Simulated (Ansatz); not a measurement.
Geometry optimisation, Ansatz, RKS r2SCAN-D4/def2-SVP.

Input file:

```yaml
crystal:
  periodic: [false, false, false]
  atoms:
    - { symbol: Al, position_ang: [0.0, 0.0, 0.0] }
    - { symbol: F, position_ang: [0.0, 0.0, 1.69] }
    - { symbol: O, position_ang: [1.5415, 0.0, -0.89] }
    - { symbol: H, position_ang: [1.8414, -0.9519, -1.0449] }
    - { symbol: F, position_ang: [-1.4635, 0.0, -0.845] }
basis:
  gaussian: { orbitals: def2-SVP }
hamiltonian:
  xc: r2scan
  dispersion: d4
relax:
  f_tol: 0.02
  max_steps: 40
```

Command:

```bash
$ ansatz run input.yaml --threads 1 --pin off --max-ram 2048MiB --backend cpu --events-out ev --progress --plain --runs-dir out
```

Task: Where does it end, and by what steps?

Result: The forces met the threshold. After 12 steps the energy has fallen by 0.373 eV; O3 moved furthest, 0.56 Å.

| step | energy less start (eV) | largest force component (eV/Å) | accepted |
| --- | --- | --- | --- |
| 0 | 0.0000 | 2.011 | yes |
| 1 | -0.1244 | 1.150 | yes |
| 2 | -0.2013 | 0.951 | yes |
| 3 | -0.2180 | 0.475 | yes |
| 4 | -0.2391 | 0.506 | yes |
| 5 | -0.2609 | 0.384 | yes |
| 6 | -0.2762 | 0.477 | yes |
| 7 | -0.3161 | 0.397 | yes |
| 8 | -0.3564 | 0.567 | yes |
| 9 | -0.3712 | 0.037 | yes |
| 10 | -0.3704 | 0.414 | no |
| 11 | -0.3723 | 0.022 | yes |
| 12 | -0.3725 | 0.003 | yes |

```xyz
5
Properties=species:S:1:pos:R:3
Al -0.048 -0.085 -0.063
F 0.093 -0.006 1.582
O 1.249 -0.437 -1.072
H 2.152 -0.618 -0.802
F -1.527 0.195 -0.734
```

Whether the end is a true minimum wasn't checked by a vibrational analysis.

The run took 18 s on 1 thread of Intel(R) Xeon(R) 6975P-C (Granite Rapids) (shared host), peak memory 0.16 GiB.
